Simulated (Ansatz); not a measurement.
`[CH3][In]([F])[Br]` and `[CH3][In]([F])[TeH]` differ in one atom or group.

Ansatz, PBE0-D4/def2-TZVP geometries, multiplicity 1. 

Elements past krypton have def2 core potentials. Scalar relativity is left out up to krypton. Spin–orbit coupling is left out; it splits and shifts lone-pair levels of the heavy atoms by tenths of an eV.

| property | `[CH3][In]([F])[Br]` |
| --- | --- |
| HOMO–LUMO gap (B3LYP/def2-TZVPP) / eV | 6.01 |
| HOMO–LUMO gap (PBE/def2-TZVPP) / eV | 4.46 |
| HOMO energy (PBE0/def2-TZVPP) / eV | -8.31 |
| size of the dipole moment (PBE/def2-TZVPP) / D | 3.80 |
| size of the dipole moment (ωB97M-V/def2-TZVPP) / D | 3.89 |
| HOMO energy (ωB97M-V/def2-TZVPP) / eV | -10.52 |

(1) What does the change do to each property? (Best estimate.)

Answers

(1) Ansatz gave: 
```tsv
property	`[CH3][In]([F])[TeH]`	shift
HOMO–LUMO gap (B3LYP/def2-TZVPP) / eV	4.90	-1.11
HOMO–LUMO gap (PBE/def2-TZVPP) / eV	3.58	-0.88
HOMO energy (PBE0/def2-TZVPP) / eV	-6.84	1.47
size of the dipole moment (PBE/def2-TZVPP) / D	2.97	-0.83
size of the dipole moment (ωB97M-V/def2-TZVPP) / D	3.07	-0.82
HOMO energy (ωB97M-V/def2-TZVPP) / eV	-8.89	1.63
```

With PBE0 the HOMO rises by 1.47 eV and the LUMO rises by 0.26 eV, so the gap narrows by about 1.21 eV. PBE moves the HOMO by 1.21 eV and ωB97M-V by 1.63 eV. The zero-point energy changes by 16.0 kJ/mol with +3 modes. Dipoles are sizes alone; their direction can turn.

B3LYP here is the variant with VWN-RPA as its local correlation; programs differ in this.

Positive LUMOs are unbound, so they and the gaps depend on the basis.
